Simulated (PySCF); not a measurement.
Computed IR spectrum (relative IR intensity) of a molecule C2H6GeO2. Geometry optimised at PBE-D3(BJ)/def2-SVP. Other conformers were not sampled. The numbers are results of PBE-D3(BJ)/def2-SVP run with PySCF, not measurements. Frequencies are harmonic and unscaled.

Lines under 2 % of the strongest are left out, and lines within 2 cm⁻¹ are merged.

ν (cm⁻¹): 156 (vw), 175 (w), 202 (vw), 341 (w), 454 (m), 544 (m), 589 (w), 674 (m), 693 (w), 762 (m), 826 (m), 843 (w), 1016 (vs), 1200 (vw), 1319 (w), 1384 (vw), 1722 (s), 2042 (s), 2755 (vs), 3581 (m) (against the strongest line: vs over 80 %, s over 45 %, m over 15 %, w over 4 %, vw less)

**Question.** Which structure fits?
A. O[C@H]1C[O][GeH2]1
B. [GeH3][CH]1OCO1
C. [CH3][Ge@@H]([OH])[CH]=O
D. [OH][Ge@H]1[CH2]C[O]1

**Answer.** C, [CH3][Ge@@H]([OH])[CH]=O
